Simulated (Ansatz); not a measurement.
Reaction (atomization): `CS[SiH](O)F` → C• + F• + 5 H• + O• + S• + Si•

Program: Ansatz. Geometries: PBE0-D4/def2-TZVP. ΔE: electronic, gas phase. CCSD(T)/CBS is the MP2 limit (def2-TZVPP, def2-QZVPP) plus CCSD(T) − MP2 in def2-TZVPP, frozen cores. This one scheme is used for every species, atoms too. No spin–orbit coupling; open shells (•) take unrestricted orbitals. Spin–orbit coupling would lower the free atoms: a little for C, F, O, S, Si. Each species was taken in one conformer, which may not be the lowest.

| level | ΔE (kcal/mol) |
| --- | --- |
| HF/CBS(def2) | 661.0 |
| MP2/CBS(def2) | 925.7 |

What does CCSD(T)/CBS give? (Best estimate.)

The calculation gave: +905.8 kcal/mol. The listed levels differ from it by -244.8, 19.9 kcal/mol.

Largest T1 diagnostic among the species: 0.012.

In def2-TZVPP, CCSD(T) changes the Hartree–Fock value by +219.7 kcal/mol (the triples alone add +13.3 kcal/mol) and MP2 by +239.7 kcal/mol; breaking electron pairs costs correlation energy, which Hartree–Fock lacks. From PBE to PBE0 (25 % exact exchange), in def2-TZVPP and without D4, ΔE moves by −15.5 kcal/mol: exact exchange takes away binding that semilocal exchange gives to molecules.

For atomizations the MP2-based limit and the directly extrapolated one differ by several kJ/mol either way, and by 10 to 25 for some Ge, Se and Sn compounds, so smaller differences from it don't rank the levels.
